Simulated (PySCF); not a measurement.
ClGe (SMILES [Cl][Ge]), doublet, at a GFN2-xTB geometry; PBE/def2-SVP run with PySCF.

Here is a job for PySCF.
```python
from pyscf import gto, scf, dft

mol = gto.Mole()
mol.atom = '''
    Ge   -0.00000000   -0.00000000   -0.74753997
    Cl    0.00000000    0.00000000    1.40713406
'''
mol.basis = 'def2-svp'
mol.spin = 1
mol.verbose = 4
mol.build()

mf = dft.UKS(mol)
mf.xc = 'pbe'
mf.kernel()
mf.analyze()
```

Output, abridged:

```
PySCF version 2.14.0

[INPUT] verbose = 4
[INPUT] num. atoms = 2
[INPUT] num. electrons = 49
[INPUT] charge = 0
[INPUT] spin (= nelec alpha-beta = 2S) = 1
[INPUT] symmetry False subgroup None
[INPUT] Mole.unit = angstrom
[INPUT] Symbol           X                Y                Z      unit          X                Y                Z       unit  Magmom
[...]
nuclear repulsion = 133.603690735754
number of shells = 20
number of NR pGTOs = 110
number of NR cGTOs = 50
basis = def2-svp
ecp = {}

******** <class 'pyscf.dft.uks.UKS'> ********
method = UKS
initial guess = minao
damping factor = 0
level_shift factor = 0
DIIS = <class 'pyscf.scf.diis.CDIIS'>
diis_start_cycle = 1
diis_space = 8
diis_damp = 0
SCF conv_tol = 1e-09
SCF conv_tol_grad = None
SCF max_cycles = 50
direct_scf = True
direct_scf_tol = 1e-13
number electrons alpha = 25  beta = 24
XC library pyscf.dft.libxc version 7.1.2
    S. Lehtola, C. Steigemann, M. J. T. Oliveira, and M. A. L. Marques,  SoftwareX 7, 1–5 (2018)
XC functionals = pbe
    J. P. Perdew, K. Burke, and M. Ernzerhof,  Phys. Rev. Lett. 77, 3865 (1996)
    J. P. Perdew, K. Burke, and M. Ernzerhof,  Phys. Rev. Lett. 78, 1396 (1997)
    J. P. Perdew, K. Burke, and M. Ernzerhof,  Phys. Rev. Lett. 77, 3865 (1996)
    J. P. Perdew, K. Burke, and M. Ernzerhof,  Phys. Rev. Lett. 78, 1396 (1997)
radial grids:
    Treutler-Ahlrichs [JCP 102, 346 (1995); DOI:10.1063/1.469408] (M4) radial grids

becke partition: Becke, JCP 88, 2547 (1988); DOI:10.1063/1.454033
pruning grids: <function nwchem_prune>
grids dens level: 3
symmetrized grids: False
atomic radii adjust function: <function treutler_atomic_radii_adjust>
small_rho_cutoff = 0
Set gradient conv threshold to 3.16228e-05
tot grids = 39520
init E= -2535.70040189362

cycle= 1 E= -2536.24776182762  delta_E= -0.547  |g|= 0.358  |ddm|= 1.11
cycle= 2 E= -2535.83307828794  delta_E= 0.415  |g|= 0.899  |ddm|= 1.16
cycle= 3 E= -2536.28102586121  delta_E= -0.448  |g|= 0.151  |ddm|= 1.02
cycle= 4 E= -2536.29422520199  delta_E= -0.0132  |g|= 0.0336  |ddm|= 0.22
cycle= 5 E= -2536.29484139944  delta_E= -0.000616  |g|= 0.00703  |ddm|= 0.035
cycle= 6 E= -2536.29488780765  delta_E= -4.64e-05  |g|= 0.000487  |ddm|= 0.013
cycle= 7 E= -2536.29488796356  delta_E= -1.56e-07  |g|= 0.000124  |ddm|= 0.00106
cycle= 8 E= -2536.29488797592  delta_E= -1.24e-08  |g|= 3.4e-05  |ddm|= 0.000244
cycle= 9 E= -2536.29488797689  delta_E= -9.65e-10  |g|= 2.56e-06  |ddm|= 6.6e-05
[...]
converged SCF energy = -2536.2948879769  <S^2> = 0.75246107  2S+1 = 2.0024596
Total Energy =                       -2536.294887976896007
[...]

 ** Mulliken spin pop alpha/beta on meta-lowdin orthogonal AOs **
 ** Mulliken Spin Density (per AO)  **
spin_pop of  0 Ge 1s       -0.00000
spin_pop of  0 Ge 2s       -0.00000
spin_pop of  0 Ge 3s       -0.00000
spin_pop of  0 Ge 4s        0.00556
spin_pop of  0 Ge 5s        0.00023
spin_pop of  0 Ge 2px       0.00000
spin_pop of  0 Ge 2py       0.00000
spin_pop of  0 Ge 2pz       0.00000
spin_pop of  0 Ge 3px       0.00000
spin_pop of  0 Ge 3py       0.00003
spin_pop of  0 Ge 3pz      -0.00000
spin_pop of  0 Ge 4px       0.14285
spin_pop of  0 Ge 4py       0.78840
spin_pop of  0 Ge 4pz       0.00392
spin_pop of  0 Ge 5px       0.00019
spin_pop of  0 Ge 5py       0.00114
spin_pop of  0 Ge 5pz       0.00005
spin_pop of  0 Ge 3dxy     -0.00015
spin_pop of  0 Ge 3dyz     -0.00013
spin_pop of  0 Ge 3dz^2    -0.00007
spin_pop of  0 Ge 3dxz     -0.00005
spin_pop of  0 Ge 3dx2-y2   -0.00015
spin_pop of  0 Ge 4dxy     -0.00016
spin_pop of  0 Ge 4dyz      0.00024
spin_pop of  0 Ge 4dz^2     0.00036
spin_pop of  0 Ge 4dxz      0.00012
spin_pop of  0 Ge 4dx2-y2   -0.00016
spin_pop of  0 Ge 5dxy     -0.00010
spin_pop of  0 Ge 5dyz      0.00013
spin_pop of  0 Ge 5dz^2     0.00013
spin_pop of  0 Ge 5dxz      0.00007
spin_pop of  0 Ge 5dx2-y2   -0.00010
spin_pop of  1 Cl 1s        0.00000
spin_pop of  1 Cl 2s       -0.00000
spin_pop of  1 Cl 3s        0.00042
spin_pop of  1 Cl 4s        0.00011
spin_pop of  1 Cl 2px      -0.00000
spin_pop of  1 Cl 2py       0.00000
spin_pop of  1 Cl 2pz      -0.00000
spin_pop of  1 Cl 3px      -0.00004
spin_pop of  1 Cl 3py       0.06555
spin_pop of  1 Cl 3pz      -0.00986
spin_pop of  1 Cl 4px       0.00005
spin_pop of  1 Cl 4py       0.00024
spin_pop of  1 Cl 4pz       0.00006
spin_pop of  1 Cl 3dxy     -0.00001
spin_pop of  1 Cl 3dyz      0.00102
spin_pop of  1 Cl 3dz^2    -0.00008
spin_pop of  1 Cl 3dxz      0.00016
spin_pop of  1 Cl 3dx2-y2   -0.00001
 ** Mulliken Spin Density (per atom)  **
spin density of  0 Ge =      0.94237
spin density of  1 Cl =      0.05763
 ** Mulliken pop alpha/beta on meta-lowdin orthogonal AOs **
 ** Mulliken pop       alpha | beta **
In total            25.00000 | 24.00000
 ** Mulliken atomic charges   ( Nelec_alpha | Nelec_beta ) **
charge of  0Ge =      0.17874  (    16.38182     15.43944 )
charge of  1Cl =     -0.17874  (     8.61818      8.56056 )
Dipole moment(X, Y, Z, Debye):  0.00000,  0.00000, -1.13977
```
